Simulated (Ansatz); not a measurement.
C2H8B2OSi, SMILES `BC1([SiH2]C)BO1`, relaxed with RKS PBE0-D4/def2-TZVP in Ansatz from a PBE-D4/def2-SVP geometry. The force threshold is 0.005 eV/Å; the program also tests the step.

Total charge 0; spin multiplicity 1.

Start:

```xyz
14

B     0.573    1.469    1.139
C     0.701    0.029    0.701
Si   -0.597   -1.060   -0.159
C    -1.730    0.016   -1.215
B     2.193   -0.304    0.330
O     1.809   -0.844    1.469
H    -0.166    2.201    0.503
H     1.234    1.920    2.055
H    -1.376   -1.805    0.893
H     0.109   -2.088   -1.008
H    -1.147    0.587   -1.965
H    -2.285    0.740   -0.586
H    -2.466   -0.614   -1.755
H     3.147   -0.246   -0.402
```

Problem. How much energy does the relaxation release, and in how many steps? (An estimate is asked.)

Solution. Computed: 0.06 eV, in 14 steps, 1 of them rejected.

Problem. Which bonds change most? (An estimate is asked.)

Solution. Computed: C2–O6 from 1.606 to 1.565 Å; B1–H7 from 1.219 to 1.198 Å; B1–H8 from 1.217 to 1.196 Å; C2–B5 from 1.574 to 1.553 Å.

Problem. Give the relaxed structure. (Estimate.)

Solution. Computed: 
```xyz
14

B     0.545    1.454    1.157
C     0.716    0.037    0.684
Si   -0.588   -1.037   -0.139
C    -1.690    0.015   -1.216
B     2.174   -0.307    0.274
O     1.804   -0.811    1.424
H    -0.213    2.168    0.564
H     1.184    1.883    2.072
H    -1.375   -1.736    0.913
H     0.101   -2.080   -0.951
H    -1.106    0.556   -1.964
H    -2.237    0.747   -0.618
H    -2.417   -0.611   -1.739
H     3.102   -0.277   -0.459
```
